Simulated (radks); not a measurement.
Q: These are the eigenvalues of the occupied orbitals of an atom or ion with whole-number occupations (eV). Calculated with a radial shooting solver on a logarithmic mesh with Libxc functionals: Dirac Kohn-Sham, LDA (Slater exchange, Perdew-Zunger correlation), spin-unpolarised, spherical densities, finite nucleus; Fermi nuclear charge, rms radius of each element as measured or else 0.836 A^(1/3) + 0.57 fm.

| orbital | eigenvalue |
|---|---|
| 1s1/2 | -14156.09 |
| 2s1/2 | -1886.453 |
| 2p1/2 | -1708.837 |
| 2p3/2 | -1655.105 |
| 3s1/2 | -288.2859 |
| 3p1/2 | -225.5313 |
| 3p3/2 | -217.5992 |
| 3d3/2 | -107.7396 |
| 3d5/2 | -106.4316 |
| 4s1/2 | -46.1862 |
| 4p1/2 | -31.6460 |
| 4p3/2 | -30.8256 |

Which element is it, and in what charge state? The configuration may be excited. Open shells, if any, fill j = l - 1/2 first.

A: Z = 36, krypton, charge +2: Kr2+ in [Ar] 3d10 4s2 4p4. The list shows which subshells hold electrons but not how many an open one holds; the 1s level, -520.23 hartree, gives Z - s = 32.3 by -(Z - s)^2/2, which with screening and relativity narrows Z to a few neighbours, and the depths of the outer levels then fix element, charge and occupations together.
